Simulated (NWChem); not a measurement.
System: C2H3I; SMILES C=CI

Output (shortened):

```
             Northwest Computational Chemistry Package (NWChem) 7.3.0
             --------------------------------------------------------

                             Geometry "geometry" -> ""
                             -------------------------

 Output coordinates in angstroms (scale by  1.889725989 to convert to a.u.)

  No.       Tag          Charge          X              Y              Z
 ---- ---------------- ---------- -------------- -------------- --------------
    1 C                    6.0000    -0.35630300     2.44091300     0.00000000
    2 C                    6.0000     0.52082400     1.44342400     0.00000000
    3 I                   53.0000    -0.01033500    -0.58125300     0.00000000
    4 H                    1.0000    -1.43736400     2.28138100     0.00000000
    5 H                    1.0000     0.00710300     3.47367900     0.00000000
    6 H                    1.0000     1.60309900     1.59430000     0.00000000

 Effective nuclear repulsion energy (a.u.)     189.9674260058

                                 NWChem DFT Module
                                 -----------------

 Summary of "ao basis" -> "ao basis" (spherical)
 ------------------------------------------------------------------------------
       Tag                 Description            Shells   Functions and Types
 ---------------- ------------------------------  ------  ---------------------
 C                          def2-svp                 6       14   3s2p1d
 I                          def2-svp                10       26   4s4p2d
 H                          def2-svp                 3        5   2s1p

            General Information
            -------------------
          SCF calculation type: DFT
          Wavefunction type:  closed shell.
          No. of atoms     :     6
          No. of electrons :    40
           Alpha electrons :    20
            Beta electrons :    20
          Charge           :     0
          Spin multiplicity:     1
          Use of symmetry is: off; symmetry adaption is: off
          Maximum number of iterations: 150
          AO basis - number of functions:    69
                     number of shells:    31
          Convergence on energy requested:  1.00D-06
          Convergence on density requested:  1.00D-05
          Convergence on gradient requested:  5.00D-04

              XC Information
              --------------
                         B3LYP Method XC Potential
                     Hartree-Fock (Exact) Exchange  0.200
                        Slater Exchange Functional  0.800 local
                    Becke 1988 Exchange Functional  0.720 non-local
              Lee-Yang-Parr Correlation Functional  0.810
                  VWN I RPA Correlation Functional  0.190 local

             Grid Information
             ----------------
          Grid used for XC integration:  medium
          Radial quadrature: Mura-Knowles
          Angular quadrature: Lebedev.
          Tag              B.-S. Rad. Rad. Pts. Rad. Cut. Ang. Pts.
          ---              ---------- --------- --------- ---------
          C                   0.70       49          10.0       434
          I                   1.40      123          11.0       590
          H                   0.35       45          11.0       434
          Grid pruning is: on
          Number of quadrature shells:   356
          Spatial weights used:  Erf1

      Superposition of Atomic Density Guess
      -------------------------------------

 Sum of atomic energies:        -423.87457796

      Non-variational initial energy
      ------------------------------

 Total energy =    -374.634935
 1-e energy   =    -827.284965
 2-e energy   =     348.137003
 HOMO         =      -0.290341
 LUMO         =       0.009158

   convergence    iter        energy       DeltaE   RMS-Dens  Diis-err
 ---------------- ----- ----------------- --------- --------- ---------
 d= 0,ls=0.0,diis     1   -375.6842531167 -4.80D+02  1.17D-02  2.71D-01
 d= 0,ls=0.0,diis     2   -375.6677763052  1.65D-02  7.81D-03  3.95D-01
 d= 0,ls=0.0,diis     3   -375.7151658119 -4.74D-02  2.18D-03  4.53D-02
 d= 0,ls=0.0,diis     4   -375.7210748094 -5.91D-03  6.72D-04  2.39D-03
 d= 0,ls=0.0,diis     5   -375.7214089043 -3.34D-04  2.04D-04  2.17D-04
  Resetting Diis
 d= 0,ls=0.0,diis     6   -375.7214409101 -3.20D-05  3.69D-05  4.70D-06
 d= 0,ls=0.0,diis     7   -375.7214414557 -5.46D-07  1.23D-05  1.67D-07
 d= 0,ls=0.0,diis     8   -375.7214414628 -7.11D-09  5.80D-06  1.20D-07

         Total DFT energy =     -375.721441462775
      One electron energy =     -829.663159658379
           Coulomb energy =      383.656544224095
    Exchange-Corr. energy =      -34.227853758533
 Nuclear repulsion energy =      104.513027730042

 Numeric. integr. density =       39.999998886380

                       DFT Final Molecular Orbital Analysis
                       ------------------------------------

 Vector   18  Occ=2.000000D+00  E=-3.259026D-01
              MO Center=  1.3D-01,  1.2D+00,  4.5D-11, r^2= 2.5D+00
   Bfn.  Coefficient  Atom+Function         Bfn.  Coefficient  Atom+Function
  ----- ------------  ---------------      ----- ------------  ---------------
    20      0.383623  2 C  pz                41      0.311682  3 I  pz
     6      0.303728  1 C  pz                23      0.247818  2 C  pz
    44      0.246281  3 I  pz                 9      0.178614  1 C  pz
    38     -0.127596  3 I  pz                35     -0.103698  3 I  pz
    51      0.035731  3 I  d -1              46     -0.029601  3 I  d -1

 Vector   19  Occ=2.000000D+00  E=-2.638726D-01
              MO Center=  6.7D-03, -5.1D-01, -1.7D-09, r^2= 2.2D+00
   Bfn.  Coefficient  Atom+Function         Bfn.  Coefficient  Atom+Function
  ----- ------------  ---------------      ----- ------------  ---------------
    39      0.593890  3 I  px                42      0.531345  3 I  px
    36     -0.240734  3 I  px                33     -0.194688  3 I  px
    40     -0.149271  3 I  py                43     -0.135638  3 I  py
     3      0.124123  1 C  s                 65     -0.089623  6 H  s
    18     -0.073820  2 C  px                66     -0.064335  6 H  s

 Vector   20  Occ=2.000000D+00  E=-2.475486D-01
              MO Center= -4.2D-02,  2.3D-01, -6.5D-09, r^2= 3.5D+00
   Bfn.  Coefficient  Atom+Function         Bfn.  Coefficient  Atom+Function
  ----- ------------  ---------------      ----- ------------  ---------------
    41      0.526450  3 I  pz                44      0.486570  3 I  pz
     6     -0.284724  1 C  pz                38     -0.212520  3 I  pz
     9     -0.211232  1 C  pz                20     -0.196327  2 C  pz
    35     -0.171709  3 I  pz                23     -0.125293  2 C  pz

 Vector   21  Occ=0.000000D+00  E=-2.612650D-02
              MO Center=  8.9D-02,  3.1D-02,  4.6D-10, r^2= 3.7D+00
   Bfn.  Coefficient  Atom+Function         Bfn.  Coefficient  Atom+Function
  ----- ------------  ---------------      ----- ------------  ---------------
    17      0.991928  2 C  s                 43     -0.901570  3 I  py
    22     -0.514007  2 C  py                32     -0.489375  3 I  s
    19     -0.381599  2 C  py                40     -0.339475  3 I  py
    66     -0.271239  6 H  s                 16      0.262709  2 C  s
    56     -0.241593  4 H  s                 42     -0.239898  3 I  px

 Vector   22  Occ=0.000000D+00  E=-1.505328D-02
              MO Center=  4.1D-02,  1.8D+00,  9.9D-10, r^2= 2.4D+00
   Bfn.  Coefficient  Atom+Function         Bfn.  Coefficient  Atom+Function
  ----- ------------  ---------------      ----- ------------  ---------------
     9      0.633432  1 C  pz                23     -0.633208  2 C  pz
    20     -0.434228  2 C  pz                 6      0.423035  1 C  pz
    44      0.201393  3 I  pz                41      0.108249  3 I  pz
    51     -0.078902  3 I  d -1              46      0.055935  3 I  d -1
    38     -0.045138  3 I  pz                53      0.037561  3 I  d  1

 Vector   23  Occ=0.000000D+00  E= 7.310766D-02
              MO Center=  9.5D-01,  2.7D+00, -1.9D-10, r^2= 4.3D+00
   Bfn.  Coefficient  Atom+Function         Bfn.  Coefficient  Atom+Function
  ----- ------------  ---------------      ----- ------------  ---------------
    61      1.452045  5 H  s                 66      1.387031  6 H  s
     3     -1.252406  1 C  s                 17     -0.897253  2 C  s
    21     -0.626523  2 C  px                 8     -0.541540  1 C  py
    56      0.267345  4 H  s                 18     -0.225416  2 C  px
     5     -0.196715  1 C  py                31     -0.196129  3 I  s

     Multipole analysis of the density
     ---------------------------------

     L   x y z        total         alpha         beta         nuclear
     -   - - -        -----         -----         ----         -------
     0   0 0 0      0.000000    -20.000000    -20.000000     40.000000

     1   1 0 0      0.062133     -0.820812     -0.820812      1.703756
     1   0 1 0      0.443785    -15.013132    -15.013132     30.470050
     1   0 0 1      0.000000      0.000000      0.000000      0.000000

[...]

 DFT Linear Response polarizability / au
 Frequency  =       0.0773000 / au
 Wavelength =     589.4353558 / nm
              X              Y              Z
 -----------------------------------------------
 X      39.3892780     -3.1962390     -0.0000000
 Y      -3.1961791     74.8011306     -0.0000000
 Z      -0.0000000     -0.0000000     25.9089342
 -----------------------------------------------
 Eigenvalues =      39.1031013     75.0873073     25.9089342
 Isotropic   =      46.6997809
 Anisotropic =      44.0877620
 -----------------------------------------------

 Magnetic Dipole Response Matrix (nonzero elements):

 Exiting AOResponse driver routine
```

Level: B3LYP/def2-SVP with def2 effective core potentials on I. Geometry: optimised at PBE0/def2-SVP. B3LYP is NWChem's, with the RPA form of VWN correlation. def2 effective core potentials on I; no spin-orbit coupling.

Problem. Reconstruct the input file.

Solution. This is not unique; one that fits is the input that was run:
```
start job
memory heap 200 mb stack 900 mb global 1100 mb
geometry units angstroms noautosym nocenter noautoz
  C     -0.356303     2.440913     0.000000
  C      0.520824     1.443424     0.000000
  I     -0.010335    -0.581253     0.000000
  H     -1.437364     2.281381     0.000000
  H      0.007103     3.473679     0.000000
  H      1.603099     1.594300     0.000000
end
basis spherical
  * library def2-svp
end
ecp
  I library def2-ecp
end
dft
  xc b3lyp
  iterations 150
end
property
  response 1 0.0773
end
task dft property
```
